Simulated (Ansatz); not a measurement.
Total energies of BH$_{3}$SSeSi (`B1S[SiH2][Se]1`).

```xyz
7

B    -0.183    1.401   -0.363
S    -0.178    0.791    1.337
Si    0.136   -1.048    0.288
Se    0.081    0.018   -1.719
H    -0.333    2.549   -0.635
H    -0.961   -2.026    0.488
H     1.438   -1.683    0.604
```

Total charge 0; spin multiplicity 1. Correlated methods include outer-core shells of Se, which these sets cover unevenly. Scalar relativity is left out up to krypton. All single points use the PBE0-D4/def2-TZVP geometry. Basis def2-TZVPP, Ansatz 0.2.0.

RPA on PBE orbitals: Hartree–Fock energy of these orbitals -3112.80397 Eh, correlation -1.09060 Eh (frozen core).

| functional | energy without D4 (Eh) | D4 term (kJ/mol) |
| --- | --- | --- |
| LDA (SPW92) | -3109.77259 | – |
| revPBE | -3115.67580 | -59.9 |
| r2SCAN | -3115.93571 | -4.9 |
| PBE0 | -3115.43672 | -19.6 |
| r2SCANh | -3115.92902 | -5.4 |
| r2SCAN0 | -3115.92015 | -6.1 |
| BHLYP | -3115.98434 | -34.5 |
| ωB97M-V | -3115.82419 | – |
| B2PLYP | -3115.36097 | – |
| PBE-QIDH | -3114.94599 | – |

Problem. Give the same for PBE, BLYP, B97M-V, B3LYP, HSE06 (plane-wave form), CAM-B3LYP, LC-ωPBE, ωB97X-V. (An estimate is asked.)

Solution. Ansatz gave: 
```json
{"functional": "PBE", "energy without D4 (Eh)": "-3115.29058", "D4 term (kJ/mol)": "-23.3"}
{"functional": "BLYP", "energy without D4 (Eh)": "-3116.02293", "D4 term (kJ/mol)": "-50.6"}
{"functional": "B97M-V", "energy without D4 (Eh)": "-3115.41572", "D4 term (kJ/mol)": "–"}
{"functional": "B3LYP", "energy without D4 (Eh)": "-3116.08740", "D4 term (kJ/mol)": "-38.6"}
{"functional": "HSE06 (plane-wave form)", "energy without D4 (Eh)": "-3115.42406", "D4 term (kJ/mol)": "-18.6"}
{"functional": "CAM-B3LYP", "energy without D4 (Eh)": "-3116.12803", "D4 term (kJ/mol)": "-20.4"}
{"functional": "LC-ωPBE", "energy without D4 (Eh)": "-3115.45225", "D4 term (kJ/mol)": "–"}
{"functional": "ωB97X-V", "energy without D4 (Eh)": "-3115.68180", "D4 term (kJ/mol)": "–"}
```

B3LYP takes the VWN-RPA correlation (the form of Gaussian; ORCA's B3LYP/G). HSE06 is the plane-wave form, built on full-range PBE exchange. The double hybrids freeze the cores in their second-order part.

LC-ωPBE has ω = 0.4 bohr⁻¹.
